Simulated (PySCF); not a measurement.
**Distorted geometries of Pb2Cl8**

Pb2Cl8 (singlet). PySCF 2.14.0, RKS PBE0, Pb def2-SVP with ECP60, Cl def2-SVP; non-relativistic Hamiltonian with scalar-relativistic core potentials where named; density fitting; no spin-orbit coupling. Relaxed geometry:

```xyz
10

Pb    0.0000   -0.0196    2.0877
Pb    0.0000   -0.0196   -2.0877
Cl    1.6478   -0.1515    0.0000
Cl   -1.6478   -0.1515    0.0000
Cl    0.0000    2.3670    2.4247
Cl   -1.8500   -1.0980    3.2289
Cl    1.8500   -1.0980    3.2289
Cl    0.0000    2.3670   -2.4247
Cl   -1.8500   -1.0980   -3.2289
Cl    1.8500   -1.0980   -3.2289
```

Task: Order these distorted geometries by energy above the relaxed one, lowest first.
A.
```xyz
10

Pb   -0.0105    0.0130    2.0591
Pb    0.0175   -0.0139   -2.0975
Cl    1.6328   -0.1690   -0.0028
Cl   -1.6990   -0.1565    0.0169
Cl   -0.0062    2.3406    2.4483
Cl   -1.8474   -1.0733    3.2325
Cl    1.9022   -1.0865    3.2250
Cl   -0.0242    2.3671   -2.4267
Cl   -1.8337   -1.0975   -3.2033
Cl    1.8686   -1.1239   -3.2515
```
B.
```xyz
10

Pb    0.0387   -0.0614    2.0980
Pb   -0.0064   -0.0100   -2.1149
Cl    1.6589   -0.1157    0.0615
Cl   -1.5987   -0.1039    0.0280
Cl   -0.0014    2.3899    2.4296
Cl   -1.8861   -1.0978    3.2457
Cl    1.8289   -1.1347    3.2051
Cl   -0.0161    2.3410   -2.4491
Cl   -1.8546   -1.1075   -3.2476
Cl    1.8367   -1.0998   -3.2565
```
C.
```xyz
10

Pb    0.0437   -0.0012    2.1022
Pb   -0.0792   -0.1479   -1.8251
Cl    1.5437   -0.3280    0.4497
Cl   -1.7219   -0.3475   -0.1246
Cl    0.0295    2.4966    2.4144
Cl   -1.6581   -0.7776    3.1838
Cl    2.1080   -1.1086    3.1127
Cl    0.1161    2.4000   -2.7997
Cl   -2.0192   -1.2287   -3.2340
Cl    1.6375   -0.9570   -3.2794
```

Result: A (0.06 eV), B (0.10 eV), C (2.89 eV).

Task: Which forces (eV/Å) act in the one that lies 0.06 eV up?

Result: 
```
Pb   0.27 -1.15  0.42
Pb   0.11 -0.19  0.09
Cl   0.05  0.01 -0.12
Cl   0.30  0.09 -0.13
Cl   0.03  0.76  0.08
Cl   0.07  0.00  0.00
Cl  -0.58  0.31 -0.36
Cl   0.02  0.07  0.00
Cl  -0.09 -0.07 -0.11
Cl  -0.17  0.16  0.13
```
Forces carry noise of the integration grid, about 0.01 to 0.03 eV/Å.

A frequency check found unstable modes (1, the lowest at -20 cm⁻¹), so the relaxed geometry is a saddle point, or these are noise.
